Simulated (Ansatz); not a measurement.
Si nanocrystals, hexagonal, H-capped: PBE-D4/def2-SVP single points in Ansatz on relaxed structures, gas phase. Binding counts from free atoms in the multiplicity of their measured ground term, without zero-point energy. Sets without diffuse functions give affinities that are too small. A dash marks a value that wasn't run or was left out as unsound. The structures are stationary points that may keep the symmetry of their start. Remarks come from the PBE and PBE0 runs and from stability tests at other levels; not every state was tested. A HOMO above zero means that the electron is unbound at that level and held by the basis, or that self-interaction error raises the level; the energy of removing that electron tells which. HOMO above LUMO (over both spins in singlets and doublets, within one spin in higher multiplets; at PBE or PBE0), or a gap under 0.15 eV within one spin, warns that the state may not be the lowest or that an electron is smeared out.

```
     species  atoms    state            geometry  HOMO (eV)  LUMO (eV)  gap (eV)  vertical EA (eV)  binding per atom (eV)  point group (within 0.1 Å)                                                                                  remarks
     Si11H18     29  singlet     PBE-D4/def2-SVP      -6.51      -2.08      4.43                 –                   3.16                          Cs                                                             HOMO above zero (-1 doublet)
     Si21H28     49  singlet     PBE-D4/def2-SVP      -6.05      -2.23      3.82              0.92                   3.30                          Cs                                                             HOMO above zero (-1 doublet)
     Si24H30     54  singlet     PBE-D4/def2-SVP      -6.03      -2.28      3.75              1.04                   3.34                           –                                                             HOMO above zero (-1 doublet)
     Si27H34     61  singlet     PBE-D4/def2-SVP      -6.01      -2.40      3.60              1.18                   3.34                           –                                                             HOMO above zero (-1 doublet)
     Si28H34     62  singlet  r2SCAN-D4/def2-SVP      -5.87      -2.32      3.54              1.13                   3.36                           –  HOMO above zero (-1 doublet), gap within one spin near zero at PBE or PBE0 (-1 doublet)
     Si30H34     64  singlet     PBE-D4/def2-SVP      -5.89      -2.42      3.46              1.25                   3.41                         C3v  HOMO above zero (-1 doublet), gap within one spin near zero at PBE or PBE0 (-1 doublet)
Si35H42, rod     77  singlet  r2SCAN-D4/def2-SVP      -5.87      -2.31      3.57                 –                   3.37                          Cs                                gap within one spin near zero at PBE or PBE0 (-1 doublet)
     Si50H54    104  singlet     PBE-D4/def2-SVP      -5.61      -2.63      2.97              1.63                   3.45                           –                                gap within one spin near zero at PBE or PBE0 (-1 doublet)
```

(1) Estimate the rows for Si18H24 (singlet, PBE-D4/def2-SVP geometry); Si32H38 (singlet, PBE-D4/def2-SVP geometry); Si39H44 (singlet, PBE-D4/def2-SVP geometry); Si41H46 (singlet, PBE-D4/def2-SVP geometry).

(1) 
```tsv
species	atoms	state	geometry	HOMO (eV)	LUMO (eV)	gap (eV)	vertical EA (eV)	binding per atom (eV)	point group (within 0.1 Å)	remarks
Si18H24	42	singlet	PBE-D4/def2-SVP	-6.09	-2.22	3.87	–	3.29	D3h	HOMO above zero (-1 doublet)
Si32H38	70	singlet	PBE-D4/def2-SVP	-5.79	-2.40	3.39	–	3.38	–	gap within one spin near zero at PBE or PBE0 (-1 doublet)
Si39H44	83	singlet	PBE-D4/def2-SVP	-5.73	-2.51	3.21	1.42	3.42	–	gap within one spin near zero at PBE or PBE0 (-1 doublet)
Si41H46	87	singlet	PBE-D4/def2-SVP	-5.72	-2.53	3.18	1.47	3.42	Cs	gap within one spin near zero at PBE or PBE0 (-1 doublet)
```

The gap (eV) runs from 2.97 (Si50H54) to 4.43 (Si11H18). It doesn't follow size steadily. The vertical EA (eV) runs from 0.92 (Si21H28) to 1.63 (Si50H54). It doesn't follow size steadily. The binding per atom (eV) runs from 3.16 (Si11H18) to 3.45 (Si50H54). It doesn't follow size steadily.
